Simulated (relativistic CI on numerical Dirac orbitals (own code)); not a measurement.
Crystal-field levels of Pt3+, 5d7

Calculated by Dirac-Coulomb-Breit CI, KLI orbitals optimised for each configuration, QED by a radiative potential, one configuration in a parametric crystal field, unscaled Slater integrals (own radial code). With so little scaling, terms lie 10 to 35 % too far apart, which can change the order of excited levels.

Field parameters in Wybourne normalisation: Td as Oh with Dq negative (B⁴₀ = 21Dq, B⁴₄ = √(5/14) B⁴₀). The field is a parameter set, without covalency.

S is read from ⟨S²⟩ = S(S + 1).

Levels (cm⁻¹, degeneracy): 0 (4), 5101 (4), 6756 (2), 11728 (4), 13423 (2), 13855 (2), 16348 (4), 16442 (2), 17746 (4), 20538 (4), 20724 (2), 22495 (4).

(1) Which field gives this pattern?
A. Td, 10Dq = -13100 cm⁻¹
B. Td, 10Dq = -3100 cm⁻¹
C. Td, 10Dq = -18050 cm⁻¹
D. Td, 10Dq = -8100 cm⁻¹

## Answers

(1) D. Td, 10Dq = -8100 cm⁻¹, ground level with S = 1.44.
